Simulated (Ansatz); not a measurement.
Geometry optimisation, RKS PBE0-D4/def2-SVP (Ansatz 0.2.0).

input.yaml

```yaml
crystal:
  periodic: [false, false, false]
  atoms:
    - { symbol: Hf, position_ang: [-0.078452, 0.143844, -0.057476] }
    - { symbol: Cl, position_ang: [-0.108481, 0.241093, 2.413396] }
    - { symbol: Cl, position_ang: [2.054298, 0.313711, -0.965778] }
    - { symbol: F, position_ang: [-1.013541, 1.66353, -0.650087] }
    - { symbol: Cl, position_ang: [-1.220916, -1.685512, -0.92572] }
    - { symbol: Br, position_ang: [1.819342, -2.882378, 1.494574] }
    - { symbol: H, position_ang: [1.244151, -1.939287, 2.508991] }
basis:
  gaussian: { orbitals: def2-SVP }
hamiltonian:
  xc: pbe0
  dispersion: d4
relax:
  f_tol: 0.03
  max_steps: 50
```

Run as:

```bash
$ ansatz run input.yaml --threads 4 --pin off --max-ram 5120MiB --backend cpu --events-out ev --progress --plain --runs-dir out
```

Question: Where does it end, and by what steps?

Answer: The run converged. The force dipped under the threshold on the way, but the program's further checks kept it going. After 11 steps the energy has fallen by 0.225 eV; Br6 moved furthest, 0.50 Å. Joined: Hf1–Br6 (3.89 → 3.21 Å).

```json
{"step": "0", "energy less start (eV)": "0.0000", "largest force component (eV/Å)": "1.412", "accepted": "yes"}
{"step": "1", "energy less start (eV)": "-0.0774", "largest force component (eV/Å)": "1.562", "accepted": "yes"}
{"step": "2", "energy less start (eV)": "-0.1575", "largest force component (eV/Å)": "0.190", "accepted": "yes"}
{"step": "3", "energy less start (eV)": "-0.1761", "largest force component (eV/Å)": "0.222", "accepted": "yes"}
{"step": "4", "energy less start (eV)": "-0.1930", "largest force component (eV/Å)": "0.722", "accepted": "yes"}
{"step": "5", "energy less start (eV)": "-0.2149", "largest force component (eV/Å)": "0.389", "accepted": "yes"}
{"step": "6", "energy less start (eV)": "-0.2193", "largest force component (eV/Å)": "0.204", "accepted": "yes"}
{"step": "7", "energy less start (eV)": "-0.2241", "largest force component (eV/Å)": "0.027", "accepted": "yes"}
{"step": "8", "energy less start (eV)": "-0.2248", "largest force component (eV/Å)": "0.054", "accepted": "yes"}
{"step": "9", "energy less start (eV)": "-0.2252", "largest force component (eV/Å)": "0.006", "accepted": "yes"}
{"step": "10", "energy less start (eV)": "-0.2252", "largest force component (eV/Å)": "0.026", "accepted": "no"}
{"step": "11", "energy less start (eV)": "-0.2252", "largest force component (eV/Å)": "0.006", "accepted": "yes"}
```

```xyz
7
Properties=species:S:1:pos:R:3
Hf 0.012 0.004 0.037
Cl -0.170 0.353 2.367
Cl 2.115 0.330 -0.943
F -0.923 1.510 -0.599
Cl -1.248 -1.738 -0.896
Br 1.576 -2.514 1.256
H 1.335 -2.089 2.597
```

Whether the end is a true minimum wasn't checked by a vibrational analysis.

Time of the run: 36 s on 4 threads of AMD EPYC 7B13 (Zen 3) (shared host), peak memory 0.44 GiB.
